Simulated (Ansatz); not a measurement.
Mulliken charges of `C[CH](F)[InH][F]` from ωB97M-V/def2-TZVPP in Ansatz (PBE0-D4/def2-TZVP geometry).

```csv
atom,x (Å),y (Å),z (Å),charge (e)
C1,-0.945,-0.924,0.076,-0.324
C2,0.420,-0.432,0.485,-0.056
F3,0.526,-0.428,1.876,-0.235
In4,0.865,1.541,-0.310,0.718
F5,0.376,1.421,-2.219,-0.522
H6,-1.111,-1.942,0.441,0.115
H7,-1.022,-0.926,-1.014,0.128
H8,-1.741,-0.290,0.472,0.111
H9,1.191,-1.115,0.113,0.117
H10,1.442,3.095,0.080,-0.052
```

By hand: the dipole of these point charges (1 e Å = 4.8032 D).

Σ q r = (0.196, 0.123, 0.425) e Å, of length 0.484 e Å = 2.32 D.

How does the dipole of the full density compare? (Estimate.)

The calculation gave: (0.083, -0.070, 0.320) e Å, 1.62 D; the point charges give 1.43 times that, at 29° from its direction.

Point charges leave out the atoms' own dipoles, such as those of lone pairs, and Mulliken's split depends on the basis, so the two needn't agree.
